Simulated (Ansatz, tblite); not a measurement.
Forces on cis-RuCl2(PF3)4 (P4RuCl2F12) at its PBE-D4/def2-SVP geometry. Charge 0, multiplicity 1.

In the def2 sets Ru takes a core potential; there is no spin–orbit coupling. The xTB rows come from tblite. Single mean-field runs in def2-TZVP are fitted with def2-universal-jkfit.

GFN1-xTB (tblite), largest force 2.45 eV/Å:

```xyz
19
positions Å, forces eV/Å
Cl    0.755   -0.764    2.531   -0.397    0.147   -0.882
Cl    2.372    1.367    0.304   -0.770   -0.444   -0.045
F     0.808    1.662   -2.602   -0.351   -0.285    0.187
F    -1.526    1.547   -1.965    0.569   -0.344    0.010
F    -0.407   -0.417   -2.857    0.077    0.521    0.400
F    -2.463   -0.844    1.772    0.326   -0.218   -0.443
F    -1.293   -2.753    0.827   -0.155    0.558   -0.050
F    -2.557   -1.270   -0.608    0.324   -0.024    0.448
F    -2.035    2.045    1.660    0.587    0.063   -0.108
F    -0.393    3.298    0.388   -0.059   -0.505    0.441
F     0.161    2.458    2.602   -0.288   -0.052   -0.453
F     2.426   -1.365   -1.836   -0.225   -0.155    0.619
F     1.197   -3.066   -0.613    0.298    0.513    0.056
F     3.021   -1.885    0.462   -0.384    0.012   -0.381
P    -0.166    0.726   -1.761   -0.558    0.631   -2.045
P    -1.472   -1.190    0.573   -1.457   -1.151    0.531
P    -0.492    1.960    1.250    0.045    0.640    0.259
P     1.739   -1.577   -0.411    0.593   -0.268   -0.132
Ru    0.325    0.069    0.284    1.824    0.359    1.589
```

GFN2-xTB (tblite), largest force 0.97 eV/Å:

```
Cl -0.258 0.146 -0.647
Cl -0.601 -0.339 -0.074
F -0.770 -0.434 -0.019
F 0.596 -0.326 -0.323
F -0.004 0.729 0.154
F 0.173 -0.496 -0.667
F -0.536 0.647 -0.091
F 0.127 -0.240 0.643
F 0.660 0.402 -0.039
F -0.247 -0.402 0.700
F -0.649 0.156 -0.693
F -0.121 -0.467 0.674
F 0.629 0.463 -0.084
F -0.521 -0.196 -0.794
P 0.273 0.299 -0.251
P 0.047 -0.171 0.408
P 0.659 -0.577 -0.021
P -0.134 0.665 0.576
Ru 0.676 0.140 0.548
```

PBE-D4/def2-TZVP (Ansatz), largest force 1.33 eV/Å:

```
Cl -0.008 0.011 -0.041
Cl -0.048 -0.040 0.020
F -0.535 -0.527 0.490
F 0.705 -0.433 0.071
F 0.112 0.615 0.545
F 0.543 -0.218 -0.670
F -0.125 0.874 -0.130
F 0.538 0.026 0.610
F 0.826 -0.030 -0.205
F -0.054 -0.730 0.498
F -0.380 -0.312 -0.815
F -0.358 -0.124 0.790
F 0.311 0.795 0.112
F -0.782 0.194 -0.516
P -0.346 0.270 -1.019
P -0.932 -0.640 0.141
P -0.405 1.165 0.482
P 0.879 -0.878 -0.467
Ru 0.059 -0.018 0.105
```
